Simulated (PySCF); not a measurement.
## Relaxation of quintet CoSCl

These are results of PySCF, UPBE0, basis Co def2-SVP, S def2-SVP, Cl def2-SVP (no relativity, density fitting), not measurements. A (50,194) grid was used.

A hand-made bent start, of Cs symmetry, held to at least that symmetry:

```xyz
3
charge 0 multiplicity 5, angstrom
Co   -0.0680    0.0000   -0.6216
S    -1.6817    0.0000    0.5083
Cl    1.6522    0.0000    0.5829
```

Task: What forces act on the atoms at the start (eV/Å)?

Result: 
| atom | Fx | Fy | Fz |
| --- | --- | --- | --- |
| Co1 | 0.75 | 0.00 | -0.26 |
| S2 | -1.54 | 0.00 | 0.37 |
| Cl3 | 0.79 | 0.00 | -0.11 |

Task: What does it relax to?

Result: It ends at C∞v with Co–Cl 2.136 Å, Co–S 2.071 Å; Cl–Co–S 180.0°. The frequency run here used a shortcut that can spoil soft modes, so no verdict on minimum or saddle point is given.

Task: How much energy is released, and in how many steps?

Result: 55.4 kJ/mol in 11 steps.

With open d or f shells other occupations or spin states may lie lower.

The relaxation took about 50 core-seconds on a shared host.
